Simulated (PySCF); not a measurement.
PySCF 2.14 output of an unrestricted M06-L calculation on a single atom or ion in x2c-TZVPall (8s6p6d1f, 63 functions), with the spin-free X2C one-electron Hamiltonian (Gaussian nucleus):

```
SCF conv_tol = 1e-09
number electrons alpha = 24  beta = 21
    Y. Zhao and D. G. Truhlar.,  J. Chem. Phys. 125, 194101 (2006)
    Y. Zhao and D. G. Truhlar.,  J. Chem. Phys. 125, 194101 (2006)
    Y. Zhao and D. G. Truhlar.,  Theor. Chem. Acc. 120, 215 (2008)
cycle= 1 E= -4783.48769361239  delta_E= -0.0134  |g|= 0.0254  |ddm|= 0.408
cycle= 2 E= -4783.48818930765  delta_E= -0.000496  |g|= 0.0274  |ddm|= 0.173
cycle= 3 E= -4783.48840006935  delta_E= -0.000211  |g|= 0.00964  |ddm|= 0.0208
cycle= 4 E= -4783.48845259846  delta_E= -5.25e-05  |g|= 0.00114  |ddm|= 0.0422
cycle= 5 E= -4783.48845479358  delta_E= -2.2e-06  |g|= 0.000162  |ddm|= 0.0123
cycle= 6 E= -4783.48845480236  delta_E= -8.77e-09  |g|= 5.1e-05  |ddm|= 0.000358
cycle= 7 E= -4783.48845480325  delta_E= -8.95e-10  |g|= 3.64e-06  |ddm|= 3.71e-05
converged SCF energy = -4783.48845480325  <S^2> = 3.7521984  2S+1 = 4.0010991
```

The run itself started from symmetry-adapted Hartree-Fock orbitals and held the occupation by maximum overlap, on a logarithmic radial grid, so the iterations belong to that start.

Problem. Which element, charge and spin multiplicity is this?

Solution. Rh (rhodium, neutral), multiplicity 4; the state was [Kr] 4d8 5s1, high-spin 4F determinant.
